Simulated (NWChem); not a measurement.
All runs are NWChem calculations. System: Cl$_{2}$Ge, charge 0, spin multiplicity 1, at a geometry optimised with PBE/def2-SVP. The structure started from a generated list of species. Level: EOM-CCSD/def2-SVPD, 19 core orbitals frozen.

Input file:

```
start mol
memory heap 100 mb stack 700 mb global 1900 mb
geometry units angstroms nocenter noautoz
  Ge     0.000000     0.000000    -0.724965
  Cl    -1.709847     0.000000     0.682320
  Cl     1.709847     0.000000     0.682320
  symmetry group C2v
end
basis spherical
  * library def2-svpd
end
scf
  rhf
  nopen 0
  maxiter 100
  thresh 1e-7
  semidirect memsize 60000000 filesize 0
end
tce
  freeze core 19
  ccsd
  nroots 1
  2eorb
  2emet 13
  thresh 1e-5
  maxiter 200
  tilesize 24
  dipole
end
task tce energy
```

NWChem printed:

```
             Northwest Computational Chemistry Package (NWChem) 7.3.0
             --------------------------------------------------------

                                NWChem Input Module
                                -------------------

 Scaling coordinates for geometry "geometry" by  1.889725989
 (inverse scale =  0.529177249)

 Turning off AUTOSYM since
 SYMMETRY directive was detected!

                             Geometry "geometry" -> ""
                             -------------------------

 Output coordinates in angstroms (scale by  1.889725989 to convert to a.u.)

  No.       Tag          Charge          X              Y              Z
 ---- ---------------- ---------- -------------- -------------- --------------
    1 Ge                  32.0000     0.00000000     0.00000000    -0.72496500
    2 Cl                  17.0000    -1.70984700     0.00000000     0.68232000
    3 Cl                  17.0000     1.70984700     0.00000000     0.68232000

 Effective nuclear repulsion energy (a.u.)     304.7092017093

            Nuclear Dipole moment (a.u.)
            ----------------------------
        X                 Y               Z
 ---------------- ---------------- ----------------
     0.0000000000     0.0000000000     0.0000000000

      Symmetry information
      --------------------

 Group name             C2v
 Group number             16
 Group order               4
 No. of unique centers     2

      Symmetry unique atoms

     1    2


 Summary of "ao basis" -> "" (spherical)
 ------------------------------------------------------------------------------
       Tag                 Description            Shells   Functions and Types
 ---------------- ------------------------------  ------  ---------------------
 *                         def2-svpd                  on all atoms

 Summary of "ao basis" -> "ao basis" (spherical)
 ------------------------------------------------------------------------------
       Tag                 Description            Shells   Functions and Types
 ---------------- ------------------------------  ------  ---------------------
 Ge                        def2-svpd                14       38   6s4p4d
 Cl                        def2-svpd                11       27   5s4p2d

                                 NWChem SCF Module
                                 -----------------

  ao basis        = "ao basis"
  functions       =    92
  atoms           =     3
  closed shells   =    33
  open shells     =     0
  charge          =   0.00
  wavefunction    = RHF
  use symmetry    = T
  symmetry adapt  = T

 Summary of "ao basis" -> "ao basis" (spherical)
 ------------------------------------------------------------------------------
       Tag                 Description            Shells   Functions and Types
 ---------------- ------------------------------  ------  ---------------------
 Ge                        def2-svpd                14       38   6s4p4d
 Cl                        def2-svpd                11       27   5s4p2d

      Symmetry analysis of basis
      --------------------------

        a1         37
        a2         12
        b1         27
        b2         16

 Forming initial guess at       0.0s

      Superposition of Atomic Density Guess
      -------------------------------------

 Sum of atomic energies:       -2993.70283675

      Non-variational initial energy
      ------------------------------

 Total energy =   -2993.930584
 1-e energy   =   -4772.638244
 2-e energy   =    1473.998459
 HOMO         =      -0.294098
 LUMO         =      -0.047749

      Symmetry analysis of molecular orbitals - initial
      -------------------------------------------------

  Numbering of irreducible representations:

     1 a1          2 a2          3 b1          4 b2

  Orbital symmetries:

     1 a1          2 b1          3 a1          4 a1          5 b1
     6 a1          7 b2          8 a1          9 b1         10 a1
    11 b1         12 a1         13 b2         14 b1         15 a2
    16 a1         17 b1         18 a1         19 b2         20 b1
    21 a1         22 a1         23 a2         24 b2         25 a1
    26 b1         27 a1         28 b1         29 a1         30 b2
    31 a2         32 b1         33 a1         34 b2         35 a1
    36 b1         37 a1         38 b1         39 a1         40 b2
    41 a1         42 b1         43 a2

 Starting SCF solution at       0.7s

 ----------------------------------------------
         Quadratically convergent ROHF

 Convergence threshold     :          1.000E-07
 Maximum no. of iterations :          100
 Final Fock-matrix accuracy:          1.000E-09
 ----------------------------------------------

              iter       energy          gnorm     gmax       time
             ----- ------------------- --------- --------- --------
                 1    -2993.8646548883  7.09D-01  1.46D-01      0.8
                 2    -2993.9119087017  1.65D-01  3.88D-02      0.8
                 3    -2993.9152186558  4.84D-03  1.21D-03      0.9
                 4    -2993.9152236114  9.43D-06  2.73D-06      1.1
                 5    -2993.9152236114  5.60D-09  1.87D-09      1.2

       Final RHF  results
       ------------------

         Total SCF energy =  -2993.915223611424
      One-electron energy =  -4771.827797771078
      Two-electron energy =   1473.203372450338
 Nuclear repulsion energy =    304.709201709316

        Time for solution =      0.5s

       Symmetry analysis of molecular orbitals - final
       -----------------------------------------------

  Numbering of irreducible representations:
[...]
   0.0105140108049   0.2030515353882    5.52532     0.4     0.4

 Iteration   7 using    7 trial vectors
   0.0066138438336   0.2030358339178    5.52489     0.4     0.4

 Iteration   8 using    8 trial vectors
   0.0036421669580   0.2029852052297    5.52351     0.4     0.4

 Iteration   9 using    9 trial vectors
   0.0021246734803   0.2029613833415    5.52286     0.4     0.4

 Iteration  10 using   10 trial vectors
   0.0013863356164   0.2029520783634    5.52261     0.5     0.5

 Iteration  11 using   11 trial vectors
   0.0009680664234   0.2029489963579    5.52253     0.5     0.5

 Iteration  12 using   12 trial vectors
   0.0006386306409   0.2029501911877    5.52256     0.4     0.4

 Iteration  13 using   13 trial vectors
   0.0003812446018   0.2029495523136    5.52254     0.5     0.5

 Iteration  14 using   14 trial vectors
   0.0002060728642   0.2029486557600    5.52252     0.5     0.5

 Iteration  15 using   15 trial vectors
   0.0001058343756   0.2029490165859    5.52253     0.5     0.5

 Iteration  16 using   16 trial vectors
   0.0000485400374   0.2029489019529    5.52252     0.5     0.5

 Iteration  17 using   17 trial vectors
   0.0000208159431   0.2029486772297    5.52252     0.5     0.5

 Iteration  18 using   18 trial vectors
   0.0000091352816   0.2029487193107    5.52252     0.5     0.5
 --------------------------------------------------------------
 Iterations converged
 ------------------

 Excited state root  1
 Excitation energy / hartree =        0.202948719310744
                   / eV      =        5.522517989152367
 largest EOMCCSD amplitudes: R1 and R2

 Singles contributions
    36b1  (alpha) ---    33a1  (alpha)       -0.1623287659
    34b2  (alpha) ---    31a2  (alpha)        0.8791805957

 Doubles contributions
    34b2  (alpha)    34b2  (beta ) ---    31a2  (alpha)    30b2  (beta )       -0.1216435539
    34b2  (alpha)    34b2  (beta ) ---    30b2  (alpha)    31a2  (beta )       -0.1216435539

 No. of initial left vectors    1

 EOM-CCSD left-hand side iterations
 --------------------------------------------------------------
      Residuum       Omega / hartree  Omega / eV    Cpu    Wall
 --------------------------------------------------------------

 Iteration   1 using    1 trial vectors
   0.5841702853665   0.3486459794294    9.48714     0.9     0.9

 Iteration   2 using    2 trial vectors
   0.1310460212311   0.2151180763239    5.85366     0.8     0.8

 Iteration   3 using    3 trial vectors
   0.0554944070002   0.2072585325861    5.63979     0.8     0.8

 Iteration   4 using    4 trial vectors
   0.0294715908757   0.2043777545591    5.56140     0.8     0.8

 Iteration   5 using    5 trial vectors
   0.0177055091891   0.2034030498973    5.53488     0.8     0.8

 Iteration   6 using    6 trial vectors
   0.0119405132811   0.2030916475425    5.52641     0.8     0.8

 Iteration   7 using    7 trial vectors
   0.0073735134933   0.2030097705558    5.52418     0.8     0.8

 Iteration   8 using    8 trial vectors
   0.0039396911885   0.2029482684829    5.52251     0.8     0.8

 Iteration   9 using    9 trial vectors
   0.0023812021628   0.2029514166942    5.52259     0.9     0.9

 Iteration  10 using   10 trial vectors
   0.0015954388096   0.2029544170193    5.52267     0.9     0.9

 Iteration  11 using   11 trial vectors
   0.0010999825253   0.2029488683092    5.52252     0.9     0.9

 Iteration  12 using   12 trial vectors
   0.0007057303726   0.2029508178417    5.52258     0.9     0.9

 Iteration  13 using   13 trial vectors
   0.0004201239821   0.2029513784916    5.52259     1.2     1.2

 Iteration  14 using   14 trial vectors
   0.0002231233516   0.2029486884977    5.52252     1.0     1.0

 Iteration  15 using   15 trial vectors
   0.0001105799955   0.2029485547453    5.52251     1.0     1.0

 Iteration  16 using   16 trial vectors
   0.0000501733212   0.2029485356608    5.52251     1.0     1.0

 Iteration  17 using   17 trial vectors
   0.0000218934993   0.2029485253681    5.52251     1.1     1.1

 Iteration  18 using   18 trial vectors
   0.0000095717313   0.2029486564989    5.52252     1.0     1.0
 --------------------------------------------------------------
 Iterations converged

 Excited state root  1
 Excitation energy / hartree =        0.202948719310744
                   / eV      =        5.522517989152367

 EOM-CCSD transition moments / hartree
 --------------------------------------------
 X    0.5541710 Y    0.0000000 Z    0.0000000
 Oscillator Strength                0.0415511
 --------------------------------------------

 EOM-CCSD dipole moments / hartree & Debye
 ------------------------------------
   X         0.0000000      0.0000000
   Y        -0.0000000     -0.0000000
   Z        -0.5111442     -1.2992087
 Total       0.5111442      1.2992087
 ------------------------------------

 Singles contributions
    36b1  (alpha) ---    33a1  (alpha)       -0.1623287659
    34b2  (alpha) ---    31a2  (alpha)        0.8791805957

 Doubles contributions
    34b2  (alpha)    34b2  (beta ) ---    31a2  (alpha)    30b2  (beta )       -0.1216435539
    34b2  (alpha)    34b2  (beta ) ---    30b2  (alpha)    31a2  (beta )       -0.1216435539

 =========================================
 Excited-state calculation ( b2  symmetry)
 =========================================
 Dim. of EOMCC iter. space      500

 EOMCCSD SOLVER TYPE  1
  maxdiff =   0.38522041802133827

 No. of initial right vectors    1

 EOM-CCSD right-hand side iterations
 --------------------------------------------------------------
      Residuum       Omega / hartree  Omega / eV    Cpu    Wall
 --------------------------------------------------------------

 Iteration   1 using    1 trial vectors
   0.4648605701815   0.2437403909680    6.63252     0.5     0.5

 Iteration   2 using    2 trial vectors
   0.1108561043072   0.1555558793146    4.23289     0.4     0.4

 Iteration   3 using    3 trial vectors
   0.0460165996586   0.1496861659539    4.07317     0.4     0.4

 Iteration   4 using    4 trial vectors
   0.0204592367961   0.1481698352461    4.03191     0.4     0.4

 Iteration   5 using    5 trial vectors
   0.0098172853646   0.1476371364646    4.01741     0.4     0.4

 Iteration   6 using    6 trial vectors
   0.0058231601576   0.1475527733195    4.01512     0.4     0.4

 Iteration   7 using    7 trial vectors
   0.0039631566971   0.1475171649407    4.01415     0.4     0.4

 Iteration   8 using    8 trial vectors
   0.0022834290451   0.1475104264705    4.01396     0.4     0.4

 Iteration   9 using    9 trial vectors
   0.0009250911401   0.1475128767162    4.01403     0.4     0.4

 Iteration  10 using   10 trial vectors
   0.0004291837925   0.1475098670998    4.01395     0.4     0.4

 Iteration  11 using   11 trial vectors
   0.0002249891694   0.1475097800862    4.01395     0.4     0.4

 Iteration  12 using   12 trial vectors
   0.0001121943294   0.1475091873366    4.01393     0.4     0.4

 Iteration  13 using   13 trial vectors
   0.0000486992270   0.1475089437872    4.01392     0.5     0.5

 Iteration  14 using   14 trial vectors
   0.0000186730528   0.1475089327491    4.01392     0.4     0.4

 Iteration  15 using   15 trial vectors
   0.0000074704917   0.1475089879252    4.01393     0.5     0.5
 --------------------------------------------------------------
 Iterations converged
 ------------------

 Excited state root  1
 Excitation energy / hartree =        0.147508987925228
                   / eV      =        4.013925498743484
 largest EOMCCSD amplitudes: R1 and R2

 Singles contributions
    34b2  (alpha) ---    33a1  (alpha)        0.9148538551

 Doubles contributions

 No. of initial left vectors    1

 EOM-CCSD left-hand side iterations
 --------------------------------------------------------------
      Residuum       Omega / hartree  Omega / eV    Cpu    Wall
 --------------------------------------------------------------

 Iteration   1 using    1 trial vectors
   0.5023489088273   0.2437403909680    6.63252     0.9     0.9

 Iteration   2 using    2 trial vectors
   0.1133460998536   0.1570625820174    4.27389     0.8     0.8

 Iteration   3 using    3 trial vectors
   0.0458695578012   0.1499846583909    4.08129     0.8     0.8

 Iteration   4 using    4 trial vectors
   0.0201083269692   0.1480426283636    4.02845     0.8     0.8

 Iteration   5 using    5 trial vectors
   0.0098402676699   0.1476172080105    4.01687     0.9     0.9

 Iteration   6 using    6 trial vectors
   0.0057504571623   0.1475426014686    4.01484     0.9     0.9

 Iteration   7 using    7 trial vectors
   0.0039581497413   0.1475026945541    4.01375     0.8     0.8

 Iteration   8 using    8 trial vectors
   0.0022799511821   0.1475023317028    4.01374     0.9     0.9

 Iteration   9 using    9 trial vectors
   0.0009094087231   0.1475112489150    4.01399     1.0     1.0

 Iteration  10 using   10 trial vectors
   0.0004203289316   0.1475083467743    4.01391     0.8     0.8

 Iteration  11 using   11 trial vectors
   0.0002177309081   0.1475089558748    4.01392     0.9     0.9

 Iteration  12 using   12 trial vectors
   0.0001087113582   0.1475088419520    4.01392     1.0     1.0

 Iteration  13 using   13 trial vectors
   0.0000482567974   0.1475088752789    4.01392     1.0     1.0

 Iteration  14 using   14 trial vectors
   0.0000185578960   0.1475089741282    4.01393     1.0     1.0

 Iteration  15 using   15 trial vectors
   0.0000073998754   0.1475089999226    4.01393     1.0     1.0
 --------------------------------------------------------------
 Iterations converged

 Excited state root  1
 Excitation energy / hartree =        0.147508987925228
                   / eV      =        4.013925498743484

 EOM-CCSD transition moments / hartree
 --------------------------------------------
 X    0.0000000 Y    0.5109610 Z    0.0000000
 Oscillator Strength                0.0256745
 --------------------------------------------

 EOM-CCSD dipole moments / hartree & Debye
 ------------------------------------
   X         0.0000000      0.0000000
   Y        -0.0000000     -0.0000000
   Z         0.3844566      0.9771987
 Total       0.3844566      0.9771987
 ------------------------------------

 Singles contributions
    34b2  (alpha) ---    33a1  (alpha)        0.9148538551

 Doubles contributions

 Task  times  cpu:      130.0s     wall:      130.0s

 Total times  cpu:      130.0s     wall:      130.0s
```
